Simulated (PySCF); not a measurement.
Compound: B3H7N2.
Numbering: `[BH2:1][N:2]([BH2:3])[BH:4][NH2:5]` (hydrogens: H6, H7 on B1; H8, H9 on B3; H10 on B4; H11, H12 on N5)

Computed by this run: PySCF, PBE0-D3(BJ)/def2-SVP geometry optimisation, gas phase; density fitting, grid level 1; the optimiser is geomeTRIC in internal coordinates, started from a GFN2-xTB structure with every atom displaced at random (about 0.01 Å).

At the end of the run (lengths in Å): B1–H6 1.212, B4–H10 1.207, B3–H9 1.208, N2–B4 1.478, B4–N5 1.390, B1–H7 1.206, B3–H8 1.208, B1–N2–B3 118.8°, N2–B4–N5 122.4°, B1–N2–B4 122.3°, B3–N2–B4 118.9°, B1–N2–B4–N5 2°, H10–B4–N2–B1 -179°, H6–B1–N2–B3 180°.

**Question.** These geometries were met on the way; a selection of coordinates is given. Order them by energy above the end point, lowest first.
A. B1–H6 1.213, B4–H10 1.208, B3–H9 1.208, N2–B4 1.479, B4–N5 1.390, B1–H7 1.206, B3–H8 1.208, B1–N2–B3 118.6°, N2–B4–N5 122.6°, B1–N2–B4 122.4°, B3–N2–B4 119.1°, B1–N2–B4–N5 -5°, H10–B4–N2–B1 175°, H6–B1–N2–B3 179°
B. B1–H6 1.135, B4–H10 1.147, B3–H9 1.159, N2–B4 1.510, B4–N5 1.358, B1–H7 1.179, B3–H8 1.191, B1–N2–B3 122.0°, N2–B4–N5 119.3°, B1–N2–B4 119.4°, B3–N2–B4 118.5°, B1–N2–B4–N5 -35°, H10–B4–N2–B1 145°, H6–B1–N2–B3 176°
C. B1–H6 1.207, B4–H10 1.204, B3–H9 1.206, N2–B4 1.479, B4–N5 1.389, B1–H7 1.208, B3–H8 1.209, B1–N2–B3 119.3°, N2–B4–N5 121.9°, B1–N2–B4 121.9°, B3–N2–B4 118.8°, B1–N2–B4–N5 -21°, H10–B4–N2–B1 160°, H6–B1–N2–B3 178°
D. B1–H6 1.229, B4–H10 1.218, B3–H9 1.214, N2–B4 1.473, B4–N5 1.394, B1–H7 1.206, B3–H8 1.207, B1–N2–B3 119.2°, N2–B4–N5 122.0°, B1–N2–B4 122.5°, B3–N2–B4 118.3°, B1–N2–B4–N5 -27°, H10–B4–N2–B1 153°, H6–B1–N2–B3 174°

**Answer.** A (0.001 eV), C (0.013 eV), D (0.034 eV), B (0.265 eV).

```tsv
step	E above end (eV)	rms distance from the end, all atoms (Å)	largest force (eV/Å)	rms shift of all bonds from the end (Å)
7	0.001	0.068	0.043	0.000
4	0.013	0.221	0.139	0.002
1	0.034	0.299	0.528	0.007
0	0.265	0.391	2.391	0.037
```

Rows stand in the order of the answer.
